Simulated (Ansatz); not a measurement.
`F[C@H]1[SiH2][C@@H]1Cl`, relaxed with RKS PBE0-D4/def2-TZVP in Ansatz 0.2.0 from a PBE-D4/def2-SVP geometry. The force threshold is 0.005 eV/Å; the program also tests the step.

Total charge 0; spin multiplicity 1.

Start:

```xyz
9

F     0.507   -1.927   -0.766
C    -0.055   -0.681   -0.673
Si   -0.821    0.127    0.875
C     0.774    0.447   -0.102
Cl    1.225    1.848   -1.110
H    -0.607   -0.405   -1.597
H    -2.042    0.962    0.663
H    -0.628   -0.438    2.244
H     1.647    0.069    0.465
```

(1) How much energy does the relaxation release, and in how many steps? (An estimate is asked.)

(2) Which bonds change most? (An estimate is asked.)

(3) Give the relaxed structure. (An estimate is asked.)

Results:

(1) The calculation gave: 1.08 kcal/mol, in 8 steps, 1 of them rejected.

(2) The calculation gave: C2–Si3 from 1.907 to 1.873 Å; Si3–C4 from 1.898 to 1.868 Å; C4–Cl5 from 1.784 to 1.757 Å; C2–H6 from 1.110 to 1.090 Å.

(3) Ansatz gave: 
```xyz
9

F     0.506   -1.904   -0.750
C    -0.071   -0.670   -0.660
Si   -0.808    0.130    0.865
C     0.765    0.448   -0.092
Cl    1.201    1.819   -1.101
H    -0.586   -0.407   -1.583
H    -2.009    0.962    0.660
H    -0.629   -0.450    2.211
H     1.630    0.071    0.450
```
